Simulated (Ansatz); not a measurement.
Reaction (substitution at a C–Ga bond): `[CH3][Ga]([CH3])[SiH3]` + `C=COCO` → `C=COCOC` + `[CH3][GaH][SiH3]`

Gas-phase electronic energies from Ansatz, PBE0-D4/def2-TZVP geometries. CBS: MP2 limit from def2 TZ/QZ plus the TZ coupled-cluster correction, frozen cores. DFT in def2-TZVPP. For Ga outer-core shells are correlated without core-valence functions, which leaves a few kJ/mol of doubt a bond. Scalar relativity is left out up to krypton. Each species was taken in one conformer, which may not be the lowest.

`[CH3][Ga]([CH3])[SiH3]`:

Cartesian coordinates in Å:
```
C -0.783 -1.512 1.174
Ga -0.190 -0.015 0.030
C -1.412 1.480 -0.381
Si 2.091 0.016 -0.797
H -0.581 -2.470 0.686
H -0.215 -1.511 2.109
H -1.845 -1.456 1.416
H -1.229 2.291 0.332
H -1.240 1.886 -1.380
H -2.459 1.187 -0.288
H 2.654 -1.350 -0.998
H 2.979 0.706 0.187
H 2.230 0.749 -2.089
```

`C=COCO`:

Z-matrix (Å, degrees):
```
C
O 1 1.375
O 1 1.414 2 108.9
H 1 1.095 2 107.3 3 118.8
H 1 1.100 2 112.8 3 -120.3
H 2 0.962 1 108.7 3 64.6
C 3 1.345 1 116.6 2 179.9
C 7 1.330 3 128.1 1 -2.1
H 7 1.085 3 110.3 1 178.1
H 8 1.081 7 118.6 3 -179.9
H 8 1.081 7 123.9 3 -0.3
```

`C=COCOC`:

Cartesian coordinates in Å:
```
C -2.043 0.868 1.365
C -0.982 1.000 0.584
O -0.788 0.229 -0.514
C 0.462 0.387 -1.140
O 1.516 -0.093 -0.386
C 1.487 -1.493 -0.205
H -2.800 0.118 1.171
H -2.164 1.524 2.215
H -0.206 1.738 0.776
H 0.367 -0.148 -2.092
H 0.671 1.448 -1.314
H 0.611 -1.805 0.372
H 2.391 -1.762 0.339
H 1.480 -2.012 -1.172
```

`[CH3][GaH][SiH3]`:

Cartesian coordinates in Å:
```
C 1.026 -1.417 0.750
Ga 0.764 0.182 -0.373
Si -1.400 1.252 -0.522
H 0.098 -1.795 1.180
H 1.712 -1.173 1.567
H 1.498 -2.212 0.167
H 2.007 0.748 -1.163
H -1.862 1.671 0.834
H -1.427 2.454 -1.399
H -2.415 0.290 -1.043
```

```
             level  ΔE (kJ/mol)
         r2SCAN-D4         71.8
SCS-MP2/def2-QZVPP         74.5
```

(1) What does CCSD(T)/CBS give? (An estimate is asked.)

Largest T1 diagnostic among the species: 0.012.

## Answers

(1) The calculation gave: +76.4 kJ/mol. The listed levels differ from it by -4.6, -1.9 kJ/mol.

In def2-TZVPP, CCSD(T) changes the Hartree–Fock value by +17.7 kJ/mol (the triples alone add +1.3 kJ/mol) and MP2 by +26.2 kJ/mol.

CCSD(T)/CBS has its own doubt, a few kJ/mol and more with outer-core shells, so smaller differences from it don't rank the levels.
